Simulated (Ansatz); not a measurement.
Ansatz (a first-principles code) input (CCSD(T)/def2-SVPD):

Ansatz 0.2 input:
```yaml
crystal:
  periodic: [false, false, false]
  atoms:
    - {symbol: Sn, position_ang: [0.97292694, -0.33806590, -0.03775377]}
    - {symbol: O, position_ang: [1.37490175, 0.14835245, -1.79562853]}
    - {symbol: Br, position_ang: [-1.70415889, 0.44904215, 0.46436333]}
basis:
  gaussian:
    orbitals: def2-SVPD
total_charge: -1
magnetization: {spin_polarized: false}
correlation: {method: ccsd_t, electrons: outside_noble_gas}
output: {forces: true}
```

End of the output:

```
cycle   9  -11.81692239 eV  change   -4.2e-6 eV  update   2.2e-4
cycle  10  -11.81710645 eV  change   -1.8e-4 eV  update   1.2e-4
cycle  11  -11.81699708 eV  change    1.1e-4 eV  update   6.9e-5
cycle  12  -11.81695520 eV  change    4.2e-5 eV  update   3.5e-5
cycle  13  -11.81700317 eV  change   -4.8e-5 eV  update   1.4e-5
cycle  14  -11.81698785 eV  change    1.5e-5 eV  update   7.4e-6
cycle  15  -11.81699113 eV  change   -3.3e-6 eV  update   3.7e-6
coupled cluster: 0.25 GiB planned
perturbative correction -0.56043755 eV, -0.0205957001 hartree
the calculation of the forces begins
Total energy: -77846.17317016 eV, -2860.7940979719 hartree
Atom 0 at     0.972927    -0.338066    -0.037754 Å, force    -0.201374    -0.434978     1.412974 eV/Å
Atom 1 at     1.374902     0.148352    -1.795629 Å, force     0.319558     0.398461    -1.430219 eV/Å
Atom 2 at    -1.704159     0.449042     0.464363 Å, force    -0.118183     0.036517     0.017245 eV/Å
Dipole moment:     0.254002    -0.347995     0.712929 e Å
```
